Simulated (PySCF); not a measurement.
Computed XPS line lists of a few unrelated compounds.

Computed with delta-SCF UKS SCAN, pcX-2 on the ionised atom, pcseg-1 elsewhere, spin-free X2C (PySCF). Geometries: PBE0-D3(BJ)/def2-SVP; isolated species, one conformer each.

Line lists (1s up to Mg, 2p3/2 beyond; areas count atoms within a level, one atom standing for each set equivalent by bonding):
1. C 1s: 291.25 (area 1), 291.31 (area 1), 291.38 (area 1), 294.22 (area 1) eV; O 1s: 537.82 eV
2. C 1s: 291.74 eV; N 1s: 404.05 (area 1), 404.54 (area 2) eV; Si 2p3/2: 106.90 eV
3. B 1s: 194.25 eV; C 1s: 291.27 (area 1), 291.46 (area 1), 292.45 (area 1), 292.80 (area 1), 292.82 (area 1) eV; N 1s: 405.15 eV; O 1s: 539.99 eV

Structures:
A. `N(=C)[SiH](N)N`
B. `C#CC(C)=O`
C. `C1[C@H](/C=N/[H])[O+](CC1)[BH3-]`

Task: Match each list to its structure.

Result: 
- 1 = B: no other candidate has this set of levels. C 1s: 291.25 terminal alkyne carbon, 291.31 alkyne carbon, 291.38 methyl carbon next to a carbonyl, 294.22 ketone carbonyl carbon; O 1s: 537.82 ketone oxygen.
- 2 = A: no other candidate has this set of levels. C 1s: 291.74 C=N carbon; N 1s: 404.05 C=N nitrogen, 404.54 silicon-bound nitrogen (×2); Si 2p3/2: 106.90 SiH silicon.
- 3 = C: no other candidate has this set of levels. B 1s: 194.25 four-coordinate boron; C 1s: 291.27 ring CH2 carbon, 291.46 ring CH2 carbon, 292.45 imine carbon, 292.80 sp3 carbon bound to oxygen, 292.82 sp3 carbon bound to oxygen; N 1s: 405.15 imine nitrogen; O 1s: 539.99 oxygen bonded to B and 2 C.

The 2p values add to the ΔSCF energy of one spin-free hole a correction within the shell (spin–orbit coupling, ligand field). 4 of these hole states are spin-contaminated (⟨S²⟩ up to 0.87, against 0.75; counted from 0.85) and less certain.
